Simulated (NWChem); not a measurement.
Species: sulfur trioxide (SO$_{3}$); SMILES O=S(=O)=O

```xyz
4

O     -1.0192    -1.0192     0.0000
S      0.0000     0.0000     0.0000
O     -0.3731     1.3923     0.0000
O      1.3923    -0.3731     0.0000
```
Atoms are numbered in this order, from 1.

All runs: NWChem. Pople sets run with spherical d functions. Coordinates come from a PBE0/def2-SVP optimisation. B3LYP is NWChem's, with the RPA form of VWN correlation.

For level B3LYP/STO-3G:

```yaml
highest occupied level (eV): -4.65
orbital gap (eV): 5.65
```

Question: How do the values read with level B3LYP/6-31G* instead?

Answer: The highest occupied level (eV) is -9.43 and the orbital gap (eV) is 6.65.
